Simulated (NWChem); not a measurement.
# Correlation energy of silicon dioxide molecule (O$_{2}$Si)

SMILES: O=[Si]=O
```xyz
3

O      0.0000     0.0000    -1.5184
Si     0.0000     0.0000     0.0000
O      0.0000     0.0000     1.5184
```
Charge 0, spin multiplicity 1.

All runs are NWChem calculations. The geometry was optimised at PBE0/def2-SVP, a minimum by its harmonic frequencies.

Basis set: 3-21G. Each correlation energy counts from its own Hartree-Fock reference.

The correlated methods keep 7 core orbitals frozen. Coupled-cluster values serve here as a point of comparison, not as the truth.

**Question.** Order these methods by the correlation energy they give, lowest first: CR-CCSD(T), CR-CCSD[T], CCSD, CCSD+T(CCSD), SCS-MP2.

**Answer.** CCSD+T(CCSD) (-343.9 mHa), CR-CCSD[T] (-337.9 mHa), CR-CCSD(T) (-333.4 mHa), SCS-MP2 (-319.1 mHa), CCSD (-316.1 mHa)
